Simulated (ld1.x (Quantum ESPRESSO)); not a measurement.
**An all-electron radial function and its pseudo partner (germanium)**

Columns: radius, all-electron u(r) and pseudo u(r) of the 3d shell (level -29.31 eV) of germanium in the configuration [Ar] 3d10 4s2 4p2; PBE, scalar-relativistic, RRKJ scheme, ld1.x (Quantum ESPRESSO) 7.5.

```tsv
r (bohr)	all-electron	pseudo
0.098	0.1592	0.0188
0.195	0.5520	0.1341
0.292	0.8916	0.3833
0.390	1.0869	0.7257
0.488	1.1511	1.0548
0.585	1.1290	1.2638
0.682	1.0596	1.3061
0.780	0.9675	1.2011
0.878	0.8684	1.0192
0.975	0.7719	0.8384
1.072	0.6811	0.6981
1.170	0.5972	0.5986
1.268	0.5218	0.5218
1.365	0.4554	0.4554
1.463	0.3963	0.3963
1.560	0.3449	0.3449
1.658	0.2995	0.2995
1.755	0.2603	0.2603
1.852	0.2261	0.2261
1.950	0.1961	0.1961
2.047	0.1702	0.1702
2.145	0.1475	0.1475
2.242	0.1279	0.1279
2.340	0.1108	0.1108
2.438	0.0959	0.0959
2.535	0.0831	0.0831
```

Q: How many radial nodes do the two functions have?

A: The all-electron 3d function has n − l − 1 = 0; the pseudo-wave has 0.

Q: At about which radius was the pseudo-wave matched?

A: 1.25 bohr, where the columns begin to agree (steps of 0.10 bohr).

Q: Is the pseudo-wave norm-conserving?

A: Yes: the RRKJ scheme keeps the norm inside the radius equal to the all-electron one, which fixes the energy derivative of the logarithmic derivative at the level.
